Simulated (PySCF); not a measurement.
NICS in isomers of C8H7NS.

Definitions: NICS(0) = −σiso at the ring centroid; NICS(1) = −σiso and NICS(1)zz = −σzz at ±1 Å along the ring normal z. Level: GIAO PBE0/pcSseg-1 (PySCF, non-relativistic, gas phase) on the GFN2-xTB geometries, one conformer each. Atom numbers follow the mapped SMILES.

Task: Order these rings by mean NICS(1)zz, lowest (most negative) first (ppm).
A. ring C3–C4–C5–C9–S10 in `[CH2:1]=[CH:2][c:3]1[cH:4][c:5]2[nH:6][cH:7][cH:8][c:9]2[s:10]1`
B. ring C6–C7–C8–S9–C10 in `[CH2:1]=[CH:2][c:3]1[cH:4][nH:5][c:6]2[cH:7][cH:8][s:9][c:10]12`
C. ring C6–C7–C8–N9–C10 in `[CH2:1]=[CH:2][c:3]1[cH:4][s:5][c:6]2[cH:7][cH:8][nH:9][c:10]12`

Result: C (-28.8), B (-22.8), A (-17.5).

```csv
SMILES,ring,NICS(0),NICS(1),NICS(1)zz,HOMA,rms pucker (Å),ring atoms with four or more neighbours
C=Cc1csc2cc[nH]c12,5-membered ring with N; formal bonds all aromatic,-13.8,-11.0,-28.8,0.93,0.00,0
C=Cc1c[nH]c2ccsc12,5-membered ring with S; formal bonds all aromatic,-12.1,-10.1,-22.8,0.81,0.00,0
C=Cc1cc2[nH]ccc2s1,5-membered ring with S; formal bonds all aromatic,-10.1,-8.6,-17.5,0.79,0.00,0
```

NICS(0) gives the same order. The isotropic NICS(1) gives the same order. HOMA uses Krygowski's 1993 parameters. NICS(1) and NICS(1)zz are means over the two faces.
